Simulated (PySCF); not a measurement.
Working out the ionisation energy of Re

Re [Xe] 4f14 5d5 6s2 (6S) → Re⁺ [Xe] 4f14 5d5 6s1 (7S). Calculation: PySCF 2.14, in aug-cc-pVDZ-PP with ECP60MDF (5s5p4d2f, 54 functions); scalar relativity through the core potential. Frozen: 5s2 5p6. Energies in hartree (1 hartree = 27.21139 eV):

| part | Re (lower) | Re⁺ (upper) |
| --- | --- | --- |
| UHF | -77.834749 | -77.616325 |
| MP2 opposite-spin | -0.048257 | 0.000000 |
| MP2 same-spin | -0.061403 | -0.061077 |

Question: What does Hartree-Fock give?

Answer: (-77.616325) − (-77.834749) = 0.218424 hartree = 5.944 eV.

Question: What do MP2 and SCS-MP2 (6/5 opposite-spin, 1/3 same-spin) give?

Answer: The opposite-spin parts differ by 1.313 eV and the same-spin parts by 0.009 eV. MP2: 5.944 + (1.313) + (0.009) = 7.266 eV. SCS-MP2: 5.944 + 1.2 × (1.313) + (0.009)/3 = 7.523 eV.

Measured between the centres of the two terms (NIST): 7.834 eV, so MP2 (valence) is off by -0.568 eV.

A double-zeta basis recovers only part of the correlation energy.

What remains against the reference includes basis incompleteness, the frozen core and correlation beyond second order.
